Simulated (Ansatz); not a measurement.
CH5NSi, SMILES `N[C][SiH3]` (excited triplet) (charge 0, multiplicity 3). This triplet is an excited state, 1.14 eV above the relaxed singlet at the level frozen-core CCSD(T)/cc-pVTZ // PBE0-D3(BJ)/def2-TZVP (Ansatz, a program for electronic structure).

Cartesian coordinates (Å):
SMILES: N[C][SiH3]
```xyz
8

N      1.6985     0.3464     0.3217
C      0.3672     0.4731     0.5228
Si    -1.2304    -0.1395    -0.1068
H      2.1570    -0.5056     0.6164
H      2.1076     0.7574    -0.5070
H     -2.3199     0.4903     0.6788
H     -1.4288     0.2019    -1.5487
H     -1.3512    -1.6241     0.0227
```
Charge 0, spin multiplicity 3.

Frozen-core energies in 6-31g from Ansatz at a geometry from PBE0-D3(BJ)/def2-TZVP; the HF reference has <S^2> = 2.02 and the T1 diagnostic is 0.017.

| level | energy (Ha) | difference from CCSDT(Q) (mHa) |
|---|---|---|
| HF | -383.95678 | 257.20 |
| MP2 | -384.16994 | 44.05 |
| CCSD | -384.20776 | 6.22 |
| CCSD(T) | -384.21268 | 1.30 |
| CCSDT | -384.21353 | 0.46 |
| CCSDT(Q) | -384.21399 | 0.00 |
